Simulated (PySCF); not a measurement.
CH₃AlBrF, SMILES [CH3][Al]([F])[Br], singlet, CAM-B3LYP/def2-SVP optimised geometry.

```
7

Al     0.04    -0.25     0.00
F      1.70    -0.25     0.00
Br    -0.93    -2.27    -0.01
C     -0.95     1.40     0.00
H     -1.70     1.41     0.81
H     -1.51     1.51    -0.94
H     -0.29     2.27     0.12
```

Density from CAM-B3LYP/def2-TZVP run with PySCF at that geometry.

Minimum of the electron density along straight lines between bonded atoms, close to the bond critical point (lines longer than 1.1 times the sum of covalent radii, or with two minima, are not listed):

```csv
bond,length / Å,ρ at the minimum / e bohr⁻³,∇²ρ there / e bohr⁻⁵,position (fraction from the first atom)
Al1–F2,1.657,0.112,0.89,0.44
Al1–Br3,2.243,0.068,0.20,0.37
Al1–C4,1.927,0.093,0.25,0.41
C4–H5,1.101,0.265,-0.87,0.64
C4–H6,1.102,0.264,-0.86,0.64
C4–H7,1.100,0.267,-0.88,0.64
```
